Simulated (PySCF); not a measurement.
Cd(Et) (C2H5Cd), SMILES C[CH2][Cd+], charge +1.

The structure is a stationary point at PBE0-D3(BJ)/def2-TZVP. The spin state was assumed, not searched. The isomer is the one that the SMILES or the coordinates give; other isomers of the formula were not compared. The def2 effective core potentials stand for the cores of Cd; spin–orbit coupling is left out.

Level of theory: HF/def2-TZVPD (PySCF).

Computed frontier levels, gap, dipole moment and polarisability:
```json
{
  "highest_occupied_level": "-14.33 eV",
  "lowest_empty_level": "-5.51 eV",
  "orbital_gap": "8.82 eV",
  "dipole_moment_about_the_centre_of_nuclear_charge": "1.26 D",
  "mean_static_polarisability": "63.2 bohr³ (9.37 Å³)",
  "polarisability_principal_values": "42.3, 44.7, 102.6 bohr³"
}
```
